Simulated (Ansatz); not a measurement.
Ansatz (a first-principles code) input (B3LYP-D3(BJ)/def2-TZVP):

Ansatz 0.2 input:
```yaml
crystal:
  periodic: [false, false, false]
  atoms:
    - {symbol: Zn, position_ang: [-0.04728173, -0.00765725, 0.00429104]}
    - {symbol: H, position_ang: [0.95090284, -1.33051051, 0.01937606]}
    - {symbol: H, position_ang: [0.46754920, 1.56022813, -0.14810737]}
basis:
  gaussian:
    orbitals: def2-TZVP
hamiltonian:
  xc: b3lyp
  dispersion: d3bj
total_charge: -1
magnetization: {spin_polarized: true, initial_magnetization: 1}
phonons: {temperatures: {t_min: 298.15, t_max: 298.15, t_step: 100}}
```

Output:

```
Functional definition: B3LYP
integrals: 0.01 GiB planned
548 factors; integrals over basis functions are off by at most 2.0e-4 eV
mean field: 0.21 GiB planned
mean field evaluation 1: about -48450.0457 eV, gradient 3.8e1 eV
mean field evaluation 2: about -48444.5979 eV, gradient 7.9e1 eV
mean field evaluation 4: about -48452.5606 eV, gradient 6.0e-1 eV
mean field evaluation 8: about -48452.6193 eV, gradient 1.7e-2 eV
mean field evaluation 16: about -48451.9837 eV, gradient 3.7e0 eV
mean field -48452.61931279 eV, -1780.6009173801 hartree, gradient 3.5e-5 eV, S^2 0.751210; 1 other end points of the search recorded, 0 dependent functions left out
the calculation of the forces begins
reference -48452.61950760 eV, -1780.6009245391 hartree; 17, 16 occupied and 43, 44 virtual orbitals, 548 factors
these checks for a lower state are left out or cut short: stability, starts, cluster_reference, orbital_swaps, neighbouring_geometries, increment
integrals: 0.01 GiB planned
548 factors; integrals over basis functions are off by at most 2.0e-4 eV
mean field: 0.21 GiB planned
mean field -48452.61930002 eV, -1780.6009169107 hartree, gradient 1.0e-6 eV, S^2 0.751206; 0 other end points of the search recorded, 0 dependent functions left out
the calculation of the forces begins
reference -48452.61949486 eV, -1780.6009240712 hartree; 17, 16 occupied and 43, 44 virtual orbitals, 548 factors
these checks for a lower state are left out or cut short: stability, starts, cluster_reference, orbital_swaps, neighbouring_geometries, increment
integrals: 0.01 GiB planned
548 factors; integrals over basis functions are off by at most 2.0e-4 eV
mean field: 0.21 GiB planned
mean field evaluation 32: about -48452.6193 eV, gradient 1.7e-6 eV
mean field -48452.61929351 eV, -1780.6009166716 hartree, gradient 1.1e-6 eV, S^2 0.751214; 0 other end points of the search recorded, 0 dependent functions left out
the calculation of the forces begins
reference -48452.61948828 eV, -1780.6009238291 hartree; 17, 16 occupied and 43, 44 virtual orbitals, 548 factors
these checks for a lower state are left out or cut short: stability, starts, cluster_reference, orbital_swaps, neighbouring_geometries, increment
integrals: 0.01 GiB planned
548 factors; integrals over basis functions are off by at most 2.0e-4 eV
mean field: 0.21 GiB planned
mean field -48452.61930158 eV, -1780.6009169683 hartree, gradient 1.4e-6 eV, S^2 0.751214; 0 other end points of the search recorded, 0 dependent functions left out
the calculation of the forces begins
reference -48452.61949636 eV, -1780.6009241260 hartree; 17, 16 occupied and 43, 44 virtual orbitals, 548 factors
these checks for a lower state are left out or cut short: stability, starts, cluster_reference, orbital_swaps, neighbouring_geometries, increment
integrals: 0.01 GiB planned
548 factors; integrals over basis functions are off by at most 2.0e-4 eV
mean field: 0.21 GiB planned
mean field -48452.61930731 eV, -1780.6009171785 hartree, gradient 1.5e-6 eV, S^2 0.751206; 0 other end points of the search recorded, 0 dependent functions left out
the calculation of the forces begins
reference -48452.61950215 eV, -1780.6009243388 hartree; 17, 16 occupied and 43, 44 virtual orbitals, 548 factors
these checks for a lower state are left out or cut short: stability, starts, cluster_reference, orbital_swaps, neighbouring_geometries, increment
integrals: 0.01 GiB planned
548 factors; integrals over basis functions are off by at most 2.0e-4 eV
mean field: 0.21 GiB planned
mean field -48452.61930456 eV, -1780.6009170776 hartree, gradient 4.2e-7 eV, S^2 0.751212; 0 other end points of the search recorded, 0 dependent functions left out
the calculation of the forces begins
reference -48452.61949937 eV, -1780.6009242369 hartree; 17, 16 occupied and 43, 44 virtual orbitals, 548 factors
these checks for a lower state are left out or cut short: stability, starts, cluster_reference, orbital_swaps, neighbouring_geometries, increment
integrals: 0.01 GiB planned
548 factors; integrals over basis functions are off by at most 2.0e-4 eV
mean field: 0.21 GiB planned
mean field -48452.61930439 eV, -1780.6009170715 hartree, gradient 1.6e-6 eV, S^2 0.751208; 0 other end points of the search recorded, 0 dependent functions left out
the calculation of the forces begins
reference -48452.61949919 eV, -1780.6009242303 hartree; 17, 16 occupied and 43, 44 virtual orbitals, 548 factors
Total energy: -48452.65487636 eV, -1780.6022243170 hartree
Atom 0 at    -0.047282    -0.007657     0.004291 Å, force    -0.000207    -0.000034     0.000019 eV/Å
Atom 1 at     0.950903    -1.330511     0.019376 Å, force     0.000112    -0.000032    -0.000007 eV/Å
Atom 2 at     0.467549     1.560228    -0.148107 Å, force     0.000096     0.000065    -0.000012 eV/Å
Dipole moment:     0.035804     0.005798    -0.003249 e Å
Vibrations: 563.40 1423.08 1425.68 cm⁻¹, zero-point energy 0.211527 eV
```

The spin state was set by rule; other spins were not relaxed.
